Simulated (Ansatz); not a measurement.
## Nudged elastic band run: F3H3SSi

Input file:

```yaml
crystal:
  periodic: [false, false, false]
  atoms:
    - { symbol: Si, position_ang: [0.350797, 0.061354, -0.031264] }
    - { symbol: H, position_ang: [0.593845, 0.690716, 1.265413] }
    - { symbol: F, position_ang: [1.724732, -0.011245, -0.857398] }
    - { symbol: F, position_ang: [-0.686331, 0.878138, -0.943835] }
    - { symbol: F, position_ang: [-0.17906, -1.449364, 0.09881] }
    - { symbol: S, position_ang: [-2.699356, 0.050169, 1.59357] }
    - { symbol: H, position_ang: [-3.00499, 0.181869, 0.284036] }
    - { symbol: H, position_ang: [-2.473736, -1.274437, 1.451768] }
basis:
  gaussian: { orbitals: def2-SVP }
hamiltonian:
  xc: r2scan
  dispersion: d4
neb:
  order_check: false
  images: 9
  f_tol: 0.05
  max_iterations: 60
  spring: 0.1
  final_atoms:
    - { symbol: Si, position_ang: [-0.61639145, -0.29599334, -0.39981795] }
    - { symbol: H, position_ang: [0.24814612, 0.63916464, 2.46044491] }
    - { symbol: F, position_ang: [0.73334152, -0.80840302, 0.29078156] }
    - { symbol: F, position_ang: [-0.41512568, 1.26576539, -0.68864236] }
    - { symbol: F, position_ang: [-0.77768664, -1.02182623, -1.82010939] }
    - { symbol: S, position_ang: [-2.29259362, -0.72511288, 0.79264673] }
    - { symbol: H, position_ang: [-2.98916286, -1.12112038, -0.29665692] }
    - { symbol: H, position_ang: [-0.26462639, 1.19472582, 2.52245342] }
  initial_path:
    images:
      - { positions_ang: [[0.350797, 0.061354, -0.031264], [0.593845, 0.690716, 1.265413], [1.724732, -0.011245, -0.857398], [-0.686331, 0.878138, -0.943835], [-0.17906, -1.449364, 0.09881], [-2.699356, 0.050169, 1.59357], [-3.00499, 0.181869, 0.284036], [-2.473736, -1.274437, 1.451768]] }
      - { positions_ang: [[0.27949351, 0.03757526, -0.0299643], [0.48318091, 0.56585903, 1.36840874], [1.67548537, -0.04006315, -0.80331698], [-0.69231473, 0.94854709, -0.88025182], [-0.3069276, -1.43075765, -0.01008617], [-2.62305065, 0.05841288, 1.43525998], [-3.02943023, -0.0148776, 0.24522371], [-2.16053558, -0.99749586, 1.53582684]] }
      - { positions_ang: [[0.20819002, 0.01379653, -0.0286646], [0.37251681, 0.44100206, 1.47140449], [1.62623874, -0.06888131, -0.74923595], [-0.69829845, 1.01895618, -0.81666864], [-0.43479521, -1.41215129, -0.11898235], [-2.54674529, 0.06665675, 1.27694996], [-3.05387047, -0.21162421, 0.20641142], [-1.84733516, -0.72055472, 1.61988567]] }
      - { positions_ang: [[0.13688654, -0.00998221, -0.02736491], [0.26185272, 0.3161451, 1.57440023], [1.57699211, -0.09769946, -0.69515493], [-0.70428218, 1.08936527, -0.75308545], [-0.56266281, -1.39354494, -0.22787852], [-2.47043994, 0.07490063, 1.11863994], [-3.0783107, -0.40837081, 0.16759913], [-1.53413474, -0.44361357, 1.70394451]] }
      - { positions_ang: [[0.06558305, -0.03376095, -0.02606521], [0.15118862, 0.19128813, 1.67739598], [1.52774548, -0.12651761, -0.64107391], [-0.7102659, 1.15977436, -0.68950227], [-0.69053041, -1.37493858, -0.33677469], [-2.39413458, 0.08314451, 0.96032992], [-3.10275094, -0.60511741, 0.12878683], [-1.22093432, -0.16667243, 1.78800335]] }
      - { positions_ang: [[-0.00572044, -0.05753969, -0.02476551], [0.04052453, 0.06643116, 1.78039172], [1.47849886, -0.15533577, -0.58699289], [-0.71624963, 1.23018345, -0.62591909], [-0.81839802, -1.35633223, -0.44567086], [-2.31782923, 0.09138838, 0.8020199], [-3.12719117, -0.80186402, 0.08997454], [-0.9077339, 0.11026871, 1.87206219]] }
      - { positions_ang: [[-0.12785464, -0.10523042, -0.099776], [0.08204885, 0.18097786, 1.91640236], [1.32946739, -0.28594922, -0.411438], [-0.65602484, 1.23729983, -0.63846374], [-0.81025574, -1.28943103, -0.72055857], [-2.31278211, -0.07191187, 0.80014527], [-3.09958551, -0.86571529, 0.01264825], [-0.7791124, 0.32716013, 2.00214043]] }
      - { positions_ang: [[-0.24998884, -0.15292115, -0.17478648], [0.12357317, 0.29552455, 2.052413], [1.18043592, -0.41656267, -0.23588311], [-0.59580005, 1.24441622, -0.6510084], [-0.80211347, -1.22252983, -0.99544627], [-2.30773499, -0.23521212, 0.79827063], [-3.07197985, -0.92956656, -0.06467804], [-0.65049089, 0.54405155, 2.13221868]] }
      - { positions_ang: [[-0.37212304, -0.20061188, -0.24979697], [0.16509748, 0.41007125, 2.18842364], [1.03140445, -0.54717612, -0.06032822], [-0.53557526, 1.25153261, -0.66355305], [-0.79397119, -1.15562863, -1.27033398], [-2.30268787, -0.39851237, 0.796396], [-3.04437419, -0.99341784, -0.14200434], [-0.52186939, 0.76094298, 2.26229693]] }
      - { positions_ang: [[-0.49425725, -0.24830261, -0.32480746], [0.2066218, 0.52461794, 2.32443427], [0.88237299, -0.67778957, 0.11522667], [-0.47535047, 1.258649, -0.67609771], [-0.78582891, -1.08872743, -1.54522169], [-2.29764075, -0.56181262, 0.79452136], [-3.01676852, -1.05726911, -0.21933063], [-0.39324789, 0.9778344, 2.39237518]] }
      - { positions_ang: [[-0.61639145, -0.29599334, -0.39981795], [0.24814612, 0.63916464, 2.46044491], [0.73334152, -0.80840302, 0.29078156], [-0.41512568, 1.26576539, -0.68864236], [-0.77768664, -1.02182623, -1.82010939], [-2.29259362, -0.72511288, 0.79264673], [-2.98916286, -1.12112038, -0.29665692], [-0.26462639, 1.19472582, 2.52245342]] }
```

Command:

```bash
$ ansatz run input.yaml --threads 2 --pin off --max-ram 3072MiB --backend cpu --events-out ev --progress --plain --runs-dir out
```

Output, in part (warnings, iteration lines, the closing report on the highest movable image, with atoms numbered from 0):

```
NEB end point (image 0): max|allowed force component| = 2.580e-2 eV/Å (the criterion of neb.relax_end_points is 1.000e-2)
NEB end point (image 10): max|allowed force component| = 1.849e-2 eV/Å (the criterion of neb.relax_end_points is 1.000e-2)
NEB iter   1: max|band force component| = 1.156e1 eV/Å  barrier→ = 4.5277 eV  barrier← = 4.7167 eV  Δτ_max = 0.2000 Å  (300 SCF iters)
NEB iter   2: max|band force component| = 5.095e0 eV/Å  barrier→ = 2.8117 eV  barrier← = 3.0007 eV  Δτ_max = 0.2000 Å  (302 SCF iters)
NEB iter   3: max|band force component| = 2.246e0 eV/Å  barrier→ = 2.2223 eV  barrier← = 2.4114 eV  Δτ_max = 0.2000 Å  (292 SCF iters)
NEB iter   4: max|band force component| = 6.485e-1 eV/Å  barrier→ = 2.0475 eV  barrier← = 2.2365 eV  Δτ_max = 0.2000 Å  (269 SCF iters)
NEB iter   5: max|band force component| = 7.425e-1 eV/Å  barrier→ = 1.9830 eV  barrier← = 2.1721 eV  Δτ_max = 0.0999 Å  (266 SCF iters)
NEB iter   6: max|band force component| = 6.706e-1 eV/Å  barrier→ = 1.9770 eV  barrier← = 2.1660 eV  Δτ_max = 0.1003 Å  (257 SCF iters)
NEB iter   7: max|band force component| = 3.956e-1 eV/Å  barrier→ = 1.9693 eV  barrier← = 2.1583 eV  CI = image 5  Δτ_max = 0.2000 Å  (255 SCF iters)
NEB iter   8: max|band force component| = 4.809e-1 eV/Å  barrier→ = 1.9587 eV  barrier← = 2.1477 eV  CI = image 5  Δτ_max = 0.1002 Å  (259 SCF iters)
NEB iter   9: max|band force component| = 5.100e-1 eV/Å  barrier→ = 1.9504 eV  barrier← = 2.1395 eV  CI = image 5  Δτ_max = 0.0501 Å  (256 SCF iters)
NEB iter  10: max|band force component| = 2.163e-1 eV/Å  barrier→ = 1.9432 eV  barrier← = 2.1322 eV  CI = image 5  Δτ_max = 0.0998 Å  (253 SCF iters)
NEB iter  11: max|band force component| = 2.617e-1 eV/Å  barrier→ = 1.9393 eV  barrier← = 2.1283 eV  CI = image 5  Δτ_max = 0.0501 Å  (252 SCF iters)
NEB iter  12: max|band force component| = 1.985e-1 eV/Å  barrier→ = 1.9369 eV  barrier← = 2.1259 eV  CI = image 5  Δτ_max = 0.0499 Å  (253 SCF iters)
NEB iter  13: max|band force component| = 4.783e-1 eV/Å  barrier→ = 1.9357 eV  barrier← = 2.1247 eV  CI = image 5  Δτ_max = 0.0250 Å  (255 SCF iters)
NEB iter  14: max|band force component| = 1.041e-1 eV/Å  barrier→ = 1.9335 eV  barrier← = 2.1225 eV  CI = image 5  Δτ_max = 0.0498 Å  (255 SCF iters)
NEB iter  15: max|band force component| = 6.087e-2 eV/Å  barrier→ = 1.9326 eV  barrier← = 2.1216 eV  CI = image 5  Δτ_max = 0.0498 Å  (251 SCF iters)
NEB iter  16: max|band force component| = 8.288e-2 eV/Å  barrier→ = 1.9324 eV  barrier← = 2.1215 eV  CI = image 5  Δτ_max = 0.0250 Å  (244 SCF iters)
NEB iter  17: max|band force component| = 5.281e-2 eV/Å  barrier→ = 1.9324 eV  barrier← = 2.1214 eV  CI = image 5  Δτ_max = 0.0250 Å  (213 SCF iters)
NEB iter  18: max|band force component| = 5.141e-2 eV/Å  barrier→ = 1.9324 eV  barrier← = 2.1214 eV  CI = image 5  Δτ_max = 0.0125 Å  (204 SCF iters)
NEB iter  19: max|band force component| = 3.014e-2 eV/Å  barrier→ = 1.9324 eV  barrier← = 2.1214 eV  CI = image 5  Δτ_max = 0.0000 Å  (453 SCF iters)
Total energy: -26898.34905254 eV, -988.4960953250 hartree
Atom 0 at    -0.312986    -0.012696    -0.088654 Å, force     0.004988     0.002016     0.001021 eV/Å
Atom 1 at    -0.027807    -0.048031     1.576643 Å, force    -0.000764    -0.000385    -0.000596 eV/Å
Atom 2 at     1.296206    -0.253506    -0.122044 Å, force    -0.001247    -0.000184     0.000307 eV/Å
Atom 3 at    -0.357655     1.457517    -0.736959 Å, force    -0.000842    -0.000674    -0.000301 eV/Å
Atom 4 at    -0.739099    -1.341718    -0.897099 Å, force    -0.000774    -0.000950    -0.000813 eV/Å
Atom 5 at    -2.506086     0.276026     0.718030 Å, force    -0.002345    -0.002045     0.000866 eV/Å
Atom 6 at    -2.723802    -1.053997     0.841885 Å, force     0.000258     0.002165    -0.000219 eV/Å
Atom 7 at    -1.002869     0.103606     1.569297 Å, force     0.000727     0.000057    -0.000265 eV/Å
Dipole moment:    -0.225261    -0.187637     0.440657 e Å
```

The forces met the threshold. A structure lower than the last end lies on the path between it and the top, so the climb from that side starts below the end, which may itself be a saddle point or a shallow side well. Neighbouring images differ by up to 1.5 eV, so the band resolves the path poorly. Another band between the same ends (9 images) ends at a top of the same energy, where a vibrational analysis finds 1 clearly imaginary mode. The orbitals stay closed-shell, which can raise the energy where a bond breaks towards radicals; this wasn't checked here.

Final band (atoms are numbered from 1 in the order of the input):

```
image  path coordinate (Å)  energy (kcal/mol)  Si1–H2 (Å)  S6–H8 (Å)  Si1–S6 (Å)
    0                 0.00                0.0        1.46       1.35        3.46
    1                 0.95                0.4        1.46       1.35        3.44
    2                 1.90                0.9        1.46       1.35        3.48
    3                 2.84                1.9        1.46       1.35        3.41
    4                 3.78                9.9        1.48       1.36        3.01
    5                 4.72               44.6        1.69       1.74        2.35
    6                 5.80               13.1        2.50       2.36        2.14
    7                 6.88               -2.9        3.29       2.93        2.10
    8                 7.96               -4.3        3.58       3.91        2.10
    9                 9.43               -4.5        3.48       3.71        2.10
   10                10.91               -4.4        3.13       3.28        2.10
```

Time of the run: 7.2 min on 2 threads of Intel(R) Xeon(R) Platinum 8259CL CPU @ 2.50GHz (Skylake/Cascade Lake), with other jobs on the host, peak memory 0.18 GiB.
